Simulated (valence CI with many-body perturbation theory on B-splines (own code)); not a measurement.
I²⁺: calculated level list

Level of theory: configuration interaction combined with many-body perturbation theory (CI+MBPT): five valence electrons over a frozen Dirac-Fock core [Kr] 4d10, radial functions for each j: 9 s, 9 p, 8 d, 6 f, 3 g, 1 h, with the one-electron correlation potential Σ1 (screened to all orders), the two-electron term Σ2, the three-electron term Σ3, Breit, model QED; selected single and double excitations, second order for the rest, scaled by the run's own slope (own B-spline code, finite nucleus).

No measured spectrum was set against this ion. As an estimate, levels hold to about 250 cm⁻¹ or 0.2 % of their energy and the worst to 1 %, as in measured heavy ions of charge 2 to 7. Core correlation moves these levels by up to 5200 cm⁻¹, and in measured spectra 5 to 20 % of such shifts remained as error; rates that hang on mixing are uncertain with them. Among the levels kept, up to 1200 cm⁻¹ of a level comes from second order outside the variational space, and about a tenth of that is noise between levels of different J, which matters for small intervals.

Levels 1 to 45 of 55, with energies above the lowest level, 5s²5p³ ⁴S°_3/2. "Leading %" is the weight of the configuration and term that name the level; weights of strongly mixed levels are sums over their largest components and can fall short. In the jj column 3d3/2^4 stands for four electrons in 3d with j = 3/2.

| No. | Configuration | Term | J | E (cm⁻¹) | Leading % | Second component | Leading jj |
| --- | --- | --- | --- | --- | --- | --- | --- |
| 1 | 5s²5p³ | ⁴S° | 3/2 | 0.0 | 86 | 8 % 5s²5p³ ²P° | 5s^2 5p1/2^2 5p3/2 (51 %) |
| 2 | 5s²5p³ | ²D° | 3/2 | 11723 | 75 | 14 % 5s²5p³ ²P° | 5s^2 5p1/2 5p3/2^2 (58 %) |
| 3 | 5s²5p³ | ²D° | 5/2 | 14902 | 95 |  | 5s^2 5p1/2 5p3/2^2 (95 %) |
| 4 | 5s²5p³ | ²P° | 1/2 | 24334 | 94 |  | 5s^2 5p1/2 5p3/2^2 (94 %) |
| 5 | 5s²5p³ | ²P° | 3/2 | 29638 | 72 | 18 % 5s²5p³ ²D° | 5s^2 5p3/2^3 (85 %) |
| 6 | 5s5p⁴ | ⁴P | 5/2 | 85200 | 80 | 11 % 5s²5p²5d ⁴P | 5s 5p1/2^2 5p3/2^2 (70 %) |
| 7 | 5s5p⁴ | ⁴P | 3/2 | 90591 | 79 | 13 % 5s²5p²5d ⁴P | 5s 5p1/2 5p3/2^3 (63 %) |
| 8 | 5s5p⁴ | ⁴P | 1/2 | 92533 | 78 | 13 % 5s²5p²5d ⁴P | 5s 5p1/2^2 5p3/2^2 (32 %) |
| 9 | 5s5p⁴ | ²D | 3/2 | 103224 | 42 | 16 % 5s²5p²5d ²D | 5s 5p1/2 5p3/2^3 (26 %) |
| 10 | 5s5p⁴ | ²D | 5/2 | 106337 | 59 | 26 % 5s²5p²5d ²D | 5s 5p1/2 5p3/2^3 (55 %) |
| 11 | 5s²5p²5d | ⁴F | 3/2 | 109980 | 54 | 16 % 5s5p⁴ ²D | 5s^2 5p1/2^2 5d3/2 (49 %) |
| 12 | 5s²5p²5d | ²P | 3/2 | 111201 | 44 | 21 % 5s²5p²5d ⁴F | 5s^2 5p1/2 5p3/2 5d3/2 (51 %) |
| 13 | 5s²5p²5d | ⁴F | 5/2 | 111673 | 66 | 18 % 5s²5p²5d ⁴D | 5s^2 5p1/2^2 5d5/2 (45 %) |
| 14 | 5s²5p²5d | ²P | 1/2 | 113246 | 45 | 16 % 5s²5p²5d ⁴D | 5s^2 5p1/2 5p3/2 5d3/2 (43 %) |
| 15 | 5s²5p²5d | ⁴F | 7/2 | 115269 | 78 | 14 % 5s²5p²5d ⁴D | 5s^2 5p1/2 5p3/2 5d5/2 (77 %) |
| 16 | 5s²5p²5d | ²F | 5/2 | 115987 | 69 | 13 % 5s²5p²5d ⁴F | 5s^2 5p1/2 5p3/2 5d3/2 (73 %) |
| 17 | 5s²5p²6s | ⁴P | 1/2 | 116601 | 65 | 10 % 5s²5p²6s ²P | 5s^2 5p1/2^2 6s (70 %) |
| 18 | 5s²5p²5d | ²F | 7/2 | 118468 | 48 | 35 % 5s²5p²5d ⁴D | 5s^2 5p1/2 5p3/2 5d3/2 (44 %) |
| 19 | 5s²5p²5d | ⁴F | 9/2 | 118735 | 82 | 12 % 5s²5p²5d ²G | 5s^2 5p1/2 5p3/2 5d5/2 (65 %) |
| 20 | 5s²5p²5d | ⁴D | 1/2 | 119550 | 65 | 9 % 5s²5p²5d ²P | 5s^2 5p1/2 5p3/2 5d3/2 (36 %) |
| 21 | 5s²5p²5d | ⁴D | 3/2 | 119585 | 76 | 7 % 5s²5p²5d ⁴F | 5s^2 5p1/2 5p3/2 5d3/2 (32 %) |
| 22 | 5s²5p²5d | ⁴D | 5/2 | 121267 | 55 | 21 % 5s²5p²5d ²F | 5s^2 5p1/2 5p3/2 5d5/2 (57 %) |
| 23 | 5s²5p²6s | ⁴P | 3/2 | 122510 | 87 | 5 % 5s²5p²6s ²P | 5s^2 5p1/2 5p3/2 6s (92 %) |
| 24 | 5s²5p²6s | ²P | 1/2 | 124795 | 62 | 11 % 5s5p⁴ ²S | 5s^2 5p1/2 5p3/2 6s (69 %) |
| 25 | 5s²5p²6s | ⁴P | 5/2 | 126305 | 69 | 21 % 5s²5p²6s ²D | 5s^2 5p1/2 5p3/2 6s (74 %) |
| 26 | 5s²5p²5d | ⁴D | 7/2 | 126749 | 42 | 33 % 5s²5p²5d ²F | 5s^2 5p3/2^2 5d5/2 (66 %) |
| 27 | 5s5p⁴ | ²S | 1/2 | 126918 | 39 | 21 % 5s²5p²5d ²S | 5s^2 5p3/2^2 5d5/2 (36 %) |
| 28 | 5s²5p²6s | ²P | 3/2 | 127970 | 46 | 29 % 5s²5p²6s ²D | 5s^2 5p1/2 5p3/2 6s (72 %) |
| 29 | 5s²5p²5d | ⁴P | 5/2 | 130855 | 66 | 8 % 5s5p⁴ ⁴P | 5s^2 5p1/2 5p3/2 5d5/2 (28 %) |
| 30 | 5s²5p²5d | ²G | 7/2 | 131473 | 71 | 18 % 5s²5p²5d ²F | 5s^2 5p3/2^2 5d5/2 (28 %) |
| 31 | 5s²5p²5d | ⁴P | 3/2 | 132869 | 64 | 10 % 5s5p⁴ ⁴P | 5s^2 5p1/2 5p3/2 5d3/2 (45 %) |
| 32 | 5s²5p²5d | ²G | 9/2 | 133260 | 81 | 12 % 5s²5p²5d ⁴F | 5s^2 5p3/2^2 5d5/2 (65 %) |
| 33 | 5s²5p²5d | ⁴P | 1/2 | 133901 | 67 | 11 % 5s5p⁴ ⁴P | 5s^2 5p1/2 5p3/2 5d3/2 (57 %) |
| 34 | 5s²5p²5d | ²D | 3/2 | 134871 | 62 | 21 % 5s²5p²6s ²P | 5s^2 5p1/2 5p3/2 5d5/2 (37 %) |
| 35 | 5s²5p²6s | ²D | 5/2 | 137095 | 35 | 27 % 5s²5p²5d ²D | 5s^2 5p3/2^2 6s (45 %) |
| 36 | 5s²5p²6p | ⁴D° | 1/2 | 138555 | 46 | 20 % 5s²5p²6p ²S° | 5s^2 5p1/2^2 6p1/2 (80 %) |
| 37 | 5s²5p²5d | ²F | 5/2 | 138684 | 27 | 27 % 5s²5p²6s ²D | 5s^2 5p3/2^2 6s (26 %) |
| 38 | 5s²5p²6s | ²D | 3/2 | 139168 | 37 | 17 % 5s5p⁴ ²P | 5s^2 5p3/2^2 6s (43 %) |
| 39 | 5s²5p²5d | ²P | 3/2 | 140476 | 36 | 32 % 5s5p⁴ ²P | 5s^2 5p1/2 5p3/2 5d5/2 (31 %) |
| 40 | 5s²5p²6p | ⁴D° | 3/2 | 142062 | 49 | 19 % 5s²5p²6p ⁴P° | 5s^2 5p1/2^2 6p3/2 (74 %) |
| 41 | 5s²5p²5d | ²P | 1/2 | 142425 | 75 | 8 % 5s²5p²5d ⁴P | 5s^2 5p3/2^2 5d3/2 (38 %) |
| 42 | 5s²5p²6p | ²S° | 1/2 | 144059 | 46 | 37 % 5s²5p²6p ⁴D° | 5s^2 5p1/2 5p3/2 6p1/2 (72 %) |
| 43 | 5s²5p²5d | ²F | 7/2 | 144300 | 84 | 5 % 5s²5p²5d ²G | 5s^2 5p3/2^2 5d3/2 (53 %) |
| 44 | 5s²5p²5d | ²F | 5/2 | 144464 | 39 | 29 % 5s²5p²5d ²D | 5s^2 5p3/2^2 5d3/2 (47 %) |
| 45 | 5s²5p²5d | ²D | 3/2 | 146410 | 46 | 14 % 5s5p⁴ ²D | 5s^2 5p3/2^2 5d3/2 (36 %) |

Names give the largest LS component (configuration and term), which can be under half, so a name can repeat, a term be missing and a line seem to break the LS rules; names also repeat where a configuration has a term twice.

The ionisation energy to 5s²5p² ³P0 of the next ion comes out as 29.51 eV (NIST: 29.57 ± 0.025 eV (measured)). All 55 levels together are meant to be complete up to 152615 cm⁻¹.
